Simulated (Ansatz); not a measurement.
Consider the redistribution: `[OH][Au]` + `CN(C)[Si]F` → `C[N](C)[Au]` + `O[Si]F`.

Calculated with Ansatz (gas phase, PBE0-D4/def2-TZVP geometries, no zero-point term in ΔE). CBS: MP2 limit from def2 TZ/QZ plus the TZ coupled-cluster correction, frozen cores. This one scheme is used for every species. DFT in def2-TZVPP. B3LYP here is the variant with VWN-RPA as its local correlation; programs differ in this. HSE06 is defined as in plane-wave codes. Elements past krypton have def2 core potentials. For Au outer-core shells are correlated without core-valence functions, which leaves a few kJ/mol of doubt a bond. Each species was taken in one conformer, which may not be the lowest.

(1) Is it downhill or uphill in electronic energy at CCSD(T)/CBS, and by how much? (An estimate is asked.)

(2) What do these levels give: r2SCAN-D4, B3LYP-D4, HSE06, BHLYP, HF/def2-SVP, SCS-MP2/def2-QZVPP? (Best estimate.)

Largest T1 diagnostic among the species: 0.030, so the coupled-cluster value is less sure than usual.

Answers

(1) Ansatz gave: Downhill: ΔE = -68.5 kJ/mol.

(2) The calculation gave: r2SCAN-D4 -66.6, B3LYP-D4 -60.8, HSE06 -58.5, BHLYP -53.0, HF/def2-SVP -26.5, SCS-MP2/def2-QZVPP -74.6 kJ/mol.

In def2-TZVPP, CCSD(T) changes the Hartree–Fock value by −33.2 kJ/mol (the triples alone add −5.1 kJ/mol) and MP2 by −47.2 kJ/mol. Leaving LDA and LC-ωPBE aside and taking each functional with its dispersion term where it has one, the values, not all of them listed here, spread over 20.7 kJ/mol, from B2PLYP to ωB97X-V. LDA lies −9.6 kJ/mol from PBE without D4.
